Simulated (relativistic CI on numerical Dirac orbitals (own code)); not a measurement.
## Kr16+: sensitivity of the levels to the model

Base calculation: Dirac-Coulomb-Breit CI, KLI orbitals optimised for each configuration, model QED (radiative potential, 1s self-energy scaled to tabulated hydrogen-like ionisation energies), unscaled Slater integrals.

Configurations in the expansion (outside the closed core [Ne]): 3s2 3p6 3d2, 3s2 3p5 3d3, 3s 3p6 3d3, 3s2 3p6 3d 4s, 3s2 3p6 3d 4p, 3s2 3p6 3d 4d, 3s2 3p6 3d 4f, 3s2 3p5 3d2 4s, 3s2 3p6 4s2, 3s2 3p5 3d2 4p, 3s2 3p6 4s 4p, 3s2 3p6 3d 5s, 3s2 3p6 4p2, 3s2 3p6 4s 4d, 3s2 3p6 3d 5p, 3s2 3p5 3d2 4d, 3s 3p6 3d2 4s, 3s2 3p6 3d 5d, 3s2 3p6 4p 4d, 3s2 3p6 3d 5f, 3s2 3p6 3d 5g, 3s 3p6 3d2 4p, 3s2 3p6 3d 6s, 3s2 3p6 3d 6p, 3s2 3p6 3d 6f, 3p6 3d4, 3p5 3d5, 3p6 3d3 4s, 3p5 3d4 4s. Double excitations out of closed p, d and f shells are left out; levels of such configurations are missing from the list, as are those of other unlisted configurations, and high levels can miss mixing partners. These lack a partner that the ground configuration has and come out too high: 3s2 3p5 3d2 4p, 3s2 3p5 3d2 4d.

The lowest level and the first level of each name with at least 55 % of one term (blank where a level has no safe partner in the second run):

```csv
Level,Base (cm⁻¹),Shift (cm⁻¹)
3s2 3p6 3d2 3F_2,0,0
3s2 3p6 3d2 3F_3,10561,+127
3s2 3p6 3d2 3F_4,21476,+33
3s2 3p6 3d2 1D_2,45906,-3337
3s2 3p6 3d2 3P_0,48119,-3978
3s2 3p6 3d2 3P_1,52953,-3779
3s2 3p6 3d2 3P_2,64180,-3585
3s2 3p6 3d2 1G_4,72602,-5525
3s2 3p6 3d2 1S_0,161923,-14159
3s2 3p5 3d3 5D°_2,742643,+11467
3s2 3p5 3d3 5D°_1,744002,+11474
3s2 3p5 3d3 5D°_0,746369,+11575
3s2 3p5 3d3 5S°_2,747801,+12450
3s2 3p5 3d3 5F°_5,762935,+10411
3s2 3p5 3d3 5F°_1,768095,+10423
3s2 3p5 3d3 5G°_6,781355,+8609
3s2 3p5 3d3 5G°_5,794479,+8265
3s2 3p5 3d3 3F°_2,798450,+7341
3s2 3p5 3d3 3G°_3,801553,+6003
3s2 3p5 3d3 3P°_2,811727,+5389
3s2 3p5 3d3 3P°_1,819892,+4786
3s2 3p5 3d3 3D°_3,820445,+4955
```

At this charge energies of transitions that change n are usually good to better than 1 %, and those within a shell (Δn = 0) to a few per cent. Terms inside the open d or f shell come out 10 to 20 % too wide with unscaled integrals.

Question: One thing was changed in a second run, which moved the levels as shown. Which?
A. QED terms removed
B. configuration mixing switched off
C. valence Slater integrals scaled by 0.9
D. Breit term removed

Answer: C. Valence Slater integrals scaled by 0.9. Scaling acts on the splittings between terms and on the mixing, and leaves the fine structure of pure LS terms nearly alone; in jj coupling it moves the levels of one term differently.

LS names give the leading component of a level, which can be under half, so a name can repeat, a term be missing and a line seem to break the LS rules.
